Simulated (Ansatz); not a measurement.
Start from `BC[SiH2]Cl` and change one atom or group to get `[SiH3]C[SiH2]Cl`.

Ansatz, PBE0-D4/def2-TZVP geometries, multiplicity 1. Each molecule was computed in one conformer, which needn't be the lowest.

| property | `BC[SiH2]Cl` |
| --- | --- |
| size of the dipole moment (B3LYP/def2-TZVPP) / D | 0.80 |
| LUMO energy (B3LYP/def2-TZVPP) / eV | -1.99 |
| HOMO–LUMO gap (PBE/def2-TZVPP) / eV | 4.79 |
| HOMO–LUMO gap (B3LYP/def2-TZVPP) / eV | 6.59 |
| LUMO energy (PBE0/def2-TZVPP) / eV | -1.78 |
| HOMO energy (ωB97M-V/def2-TZVPP) / eV | -11.05 |

(1) What does the change do to each property? (Best estimate.)

## Answers

(1) The calculation gave: 
| property | `[SiH3]C[SiH2]Cl` | shift |
| --- | --- | --- |
| size of the dipole moment (B3LYP/def2-TZVPP) / D | 1.30 | 0.50 |
| LUMO energy (B3LYP/def2-TZVPP) / eV | -0.21 | 1.78 |
| HOMO–LUMO gap (PBE/def2-TZVPP) / eV | 6.48 | 1.69 |
| HOMO–LUMO gap (B3LYP/def2-TZVPP) / eV | 8.22 | 1.63 |
| LUMO energy (PBE0/def2-TZVPP) / eV | -0.03 | 1.75 |
| HOMO energy (ωB97M-V/def2-TZVPP) / eV | -10.88 | 0.17 |

With PBE0 the HOMO rises by 0.16 eV and the LUMO rises by 1.75 eV, so the gap widens by about 1.59 eV. PBE moves the HOMO by 0.16 eV and ωB97M-V by 0.17 eV. The zero-point energy changes by 11.1 kJ/mol with +3 modes. Dipoles are sizes alone; their direction can turn.

B3LYP here is the variant with VWN-RPA as its local correlation; programs differ in this.
